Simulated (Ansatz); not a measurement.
`[CH3][Al]([SiH3])[SH]` + NH₃ → `[CH3][Al]([NH2])[SH]` + SiH₄ at 400 K and 1 bar (cleavage of the Al–Si bond).

Gas-phase electronic energies from Ansatz, PBE0-D4/def2-TZVP geometries. CCSD(T)/CBS is the MP2 limit (def2-TZVPP, def2-QZVPP) plus CCSD(T) − MP2 in def2-TZVPP, frozen cores. This one scheme is used for every species. Each species was taken in one conformer, which may not be the lowest.

```json
{"species": "`[CH3][Al]([SiH3])[SH]`", "CCSD(T)/CBS energy (Eh)": "-971.18018", "H − E (kJ/mol)": "222.4", "S (J/(mol·K))": "440.1"}
{"species": "NH₃", "CCSD(T)/CBS energy (Eh)": "-56.50880", "H − E (kJ/mol)": "104.2", "S (J/(mol·K))": "203.1"}
{"species": "`[CH3][Al]([NH2])[SH]`", "CCSD(T)/CBS energy (Eh)": "-736.25800", "H − E (kJ/mol)": "221.3", "S (J/(mol·K))": "396.6"}
{"species": "SiH₄", "CCSD(T)/CBS energy (Eh)": "-291.46306", "H − E (kJ/mol)": "96.9", "S (J/(mol·K))": "218.6"}
```

H − E and S are ideal-gas, rigid-rotor, harmonic terms from PBE0-D4/def2-TZVP, for one conformer and one mirror image of each species. 1 Eh = 2625.50 kJ/mol, R = 8.31446 J/(mol·K).

Problem. By hand: ΔE, ΔH, ΔS and ΔG.

Solution. ΔE = (-736.25800) + (-291.46306) − (-971.18018) − (-56.50880) = -0.03208 Eh = -84.2 kJ/mol. Δ(H − E) = 221.3 + 96.9 − 222.4 − 104.2 = -8.4, so ΔH = -92.6 kJ/mol. ΔS = 396.6 + 218.6 − 440.1 − 203.1 = -28.0 J/(mol·K). ΔG = -92.6 − 400 × (-28.0)/1000 = -81.4 kJ/mol.

Problem. By hand: the equilibrium constant, and the temperature at which ΔG would vanish if ΔH and ΔS stayed fixed.

Solution. log₁₀ K = −ΔG/(RT ln 10) = 10.6. ΔG = 0 at ΔH/ΔS = 3307 K, far beyond where these terms or the molecules hold.

ΔH outweighs TΔS. A doubt of 5 kJ/mol in ΔE shifts log₁₀ K by 0.7 here. Other conformers and mirror images would add mixing entropy, several J/(mol·K) or more a flexible species. Modes under 60 cm⁻¹, often nearly free rotors, make the harmonic entropy too high. These are equilibria of isolated gas molecules and say nothing of rates. Largest T1 diagnostic: 0.012 (customary marks: 0.02 for closed shells, 0.045 for open ones).
